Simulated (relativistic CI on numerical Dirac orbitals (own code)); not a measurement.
## Hyperfine structure of Ga XIV, mass number 69

Computed by Dirac-Coulomb-Breit CI, separate exchange-only KLI orbitals for each configuration, model QED, unscaled Slater integrals (own radial code, finite nucleus).

Configuration list (outside the closed core [Ne]): 3s2 3p6, 3s2 3p5 3d, 3s 3p6 3d, 3s2 3p5 4s, 3s2 3p5 4p, 3s2 3p5 4d, 3s 3p6 4s, 3s2 3p5 4f, 3s 3p6 4p, 3p6 3d2, 3p5 3d3, 3p5 3d2 4s, 3p5 3d2 4p, 3p5 3d2 4d. Double excitations out of closed p, d and f shells are left out; levels of such configurations are missing from the list, as are those of other unlisted configurations, and high levels can miss mixing partners. These lack a partner that the ground configuration has and come out too high: 3s2 3p5 4f.

Nuclear spin I = 3/2, μ = 2.01502 μN, Q = 0.171 b (tables of Stone and Pyykkö). The electronic factors are computed for point nuclear moments, without core polarisation or the Bohr-Weisskopf and QED corrections.

| Level | E (eV) | A (MHz) | B (MHz) |
| --- | --- | --- | --- |
| 3s2 3p5 3d 3P°_1 | 69.6964 | 958.1 | 196 |
| 3s2 3p5 3d 3P°_2 | 71.3545 | -686 | 291 |
| 3s2 3p5 3d 3F°_4 | 72.7321 | 5256 | -2050 |
| 3s2 3p5 3d 3F°_3 | 73.3821 | 8187 | -2180 |
| 3s2 3p5 3d 3F°_2 | 74.7490 | 12020 | -1700 |
| 3s2 3p5 3d 3D°_3 | 78.3024 | 4612 | 986 |
| 3s2 3p5 3d 3D°_1 | 80.0058 | -78.02 | 830 |
| 3s2 3p5 3d 3D°_2 | 81.2691 | -2610 | 1650 |

Levels with J = 0, under 50 % of one LS term, or S terms without an open s electron are left out. Small factors come from cancelling terms and can be off by tens of per cent or more.

At this charge energies of transitions that change n are usually good to better than 1 %, and those within a shell (Δn = 0) to a few per cent.

Question: Give the hyperfine levels of 3s2 3p5 3d 3F°_4 relative to its centre of gravity.

Answer: With K = F(F + 1) − I(I + 1) − J(J + 1), E = AK/2 + B[¾K(K + 1) − I(I + 1)J(J + 1)]/[2I(2I − 1)J(2J − 1)]: F = 5/2: -40430, F = 7/2: -20620, F = 9/2: 3527, F = 11/2: 31020 MHz.

LS names give the leading component of a level, which can be under half, so a name can repeat, a term be missing and a line seem to break the LS rules.
